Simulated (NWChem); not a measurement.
CF₃, doublet; SMILES F[C](F)F

In the optimisation the excess spin sits in a (C3, its own frame).

**Question.** Give the equilibrium geometry at PBE0/def2-SVP, spin-unrestricted (NWChem) as an XYZ file, with the point group.

**Answer.** point group C3v; any orientation.
```
4

F     -0.3244     1.2077    -0.0722
C      0.0000     0.0000     0.3198
F     -0.8837    -0.8847    -0.0722
F      1.2081    -0.3230    -0.0722
```
